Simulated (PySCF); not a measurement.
Excitation energies in several basis sets

Compound: C₄H₈OSi.
SMILES: `C[C@@H]1C=C1O[SiH3]`

TDDFT with PBE0 (PySCF), vertical singlets, core orbitals frozen in the response, spherical d and f functions. The structure is a single PBE0-D3(BJ)/def2-SVP conformer in the gas phase; no vibrational or solvent corrections.

Q: Compare 6-31G*, def2-SVP, 6-31+G*, def2-SVPD, aug-cc-pVDZ and def2-TZVP for this molecule.

A: 

```tsv
basis	functions	diffuse	S1 (eV)	S2 (eV)	S3 (eV)	S4 (eV)	S5 (eV)	LUMO (eV)	α (au)
6-31G*	104	no	5.41	6.66	6.86	7.12	7.30	0.23	62.7
def2-SVP	128	no	5.69	6.55	6.99	7.06	7.18	0.33	66.9
6-31+G*	128	yes	5.19	5.92	6.16	6.39	6.51	-0.26	72.0
def2-SVPD	191	yes	5.38	6.22	6.30	6.66	6.74	-0.11	76.8
aug-cc-pVDZ	214	yes	5.16	5.70	5.95	6.08	6.15	-0.30	78.9
def2-TZVP	240	no	5.35	6.24	6.70	6.77	6.81	-0.10	74.6
```

States are compared by their number. Against the largest diffuse basis here (aug-cc-pVDZ, itself not a converged limit), sets without diffuse functions differ by up to 0.53 eV in S1 and 1.14 eV in S5; the smaller diffuse sets differ by up to 0.21 and 0.59 eV. State by state, the largest deviation of a set without diffuse functions is S1 0.53, S2 0.95, S3 1.04, S4 1.04, S5 1.14 eV. The same number needn't mean the same state in each row. Against aug-cc-pVDZ the polarisability deviates by -21% in 6-31G*, -15% in def2-SVP, -9% in 6-31+G*, -3% in def2-SVPD, -5% in def2-TZVP. A single + in a Pople set puts diffuse functions on heavy atoms only.
